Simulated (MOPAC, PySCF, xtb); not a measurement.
Donor–acceptor adduct: BH3 (SMILES B) (first 4 atoms) with H2S (SMILES S); geometry from B3LYP-D3(BJ)/def2-TZVP, rigid monomers moved along the line of their centres of mass till B1···S5 is 2.33 Å.
(charge 0, multiplicity 1):
```xyz
7

B     -0.4494    -0.3252     0.6695
H      0.4057    -0.8871     0.0385
H     -1.2478    -1.0569     1.1911
H     -0.8794     0.6904     0.2021
S      0.7877     0.3199     2.5393
H     -0.0409     1.1625     3.1842
H      1.5519     1.3259     2.0742
```

Monomers are frozen at their geometry in the pair; levels with a basis set take the counterpoise correction. Rows marked so take none.

Rows in 3-21G, 6-31G* carry no dispersion term and start afresh at each structure (6-31G* with six Cartesian d functions). The state that PM6 reach isn't checked.

The values were computed with MOPAC for PM6 (differences of heats of formation); PySCF for 3-21G rows, 6-31G* rows; xtb for the GFN methods. Each number belongs to the level named beside it.

**Question.** One of these levels gives -97.6 kJ/mol for the interaction energy. Which one is it?
(A) PM6
(B) HF/3-21G (no counterpoise)
(C) B3LYP/6-31G* (no counterpoise)
(D) GFN1-xTB

**Answer.** D, GFN1-xTB. The others give -110.4 (PM6), -49.7 (HF/3-21G (no counterpoise)), -73.9 (B3LYP/6-31G* (no counterpoise))
